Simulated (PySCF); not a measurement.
## A small calculation by hand: oscillator strength and radiative lifetime

H₃NOS₂W, SMILES [NH]=[W]([OH])(=[S])[SH], multiplicity 1.

The structure is a stationary point at PBE-D3(BJ)/def2-SVP. The multiplicity is an assumed one; no other spin state was optimised. The structure was generated by enumeration; whether it is a known compound was not checked. The def2 effective core potentials stand for the cores of W; spin–orbit coupling is left out. One conformer was computed; it need not be the lowest.

TDA-PBE0/def2-SVPD (PySCF) puts the first singlet state with f over 0.02 at 3.95 eV (vertical), with the transition dipole (0.436, 0.317, 0.033) in atomic units.

Q: Find the oscillator strength, the wavelength and the radiative lifetime that this transition would have in vacuum if emission retraced absorption.

A: 
|μ|² = 0.2917 au, so |μ| = 1.37 D. ΔE = 3.95/27.211 = 0.1452 hartree. f = (2/3) ΔE |μ|² = 0.028 (the program prints 0.028).
λ = 1239.84/3.95 = 314 nm; ν = 31859 cm⁻¹.
Einstein's coefficient A = 0.6670 ν² f s⁻¹ (ν in cm⁻¹) = 1.9e7 s⁻¹, so τ = 1/A = 52 ns. This state is S3; the lower singlets have f = 0.000, 0.003. The figure is the radiative limit of this one transition; relaxation, internal conversion, crossing to triplets and a medium change what is measured.
